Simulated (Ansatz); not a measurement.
Two isomers of C2H4FNOSi: A = `N#COC(F)[SiH3]`, B = `O[SiH]1C=C(F)N1`.

Gas-phase electronic energies from Ansatz, PBE0-D4/def2-TZVP geometries. CCSD(T)/CBS is the MP2 limit (def2-TZVPP, def2-QZVPP) plus CCSD(T) − MP2 in def2-TZVPP, frozen cores. DFT in def2-TZVPP. B3LYP here is the variant with VWN-RPA as its local correlation; programs differ in this. One conformer a species, not always the lowest.

Q: Which isomer does CCSD(T)/CBS put lower? Give the gap. (An estimate is asked.)

A: Ansatz gave: B, by 286.8 kJ/mol.

Q: Give E(B) − E(A) in kJ/mol with B3LYP-D4, B3LYP, ωB97M-V, PBE-D4, r2SCAN-D4, PBE0-D4, CCSD/def2-TZVPP. (Estimate.)

A: The calculation gave: B3LYP-D4 -267.5, B3LYP -263.1, ωB97M-V -287.4, PBE-D4 -280.3, r2SCAN-D4 -294.5, PBE0-D4 -297.3, CCSD/def2-TZVPP -270.2. None reverses the order clearly.

Largest T1 diagnostic: 0.014.

From PBE to PBE0 (25 % exact exchange), in def2-TZVPP and without D4, E(B) − E(A) moves by −17.5 kJ/mol. In def2-TZVPP, CCSD(T) changes the Hartree–Fock value by −20.5 kJ/mol (the triples alone add −0.5 kJ/mol) and MP2 by −39.0 kJ/mol.
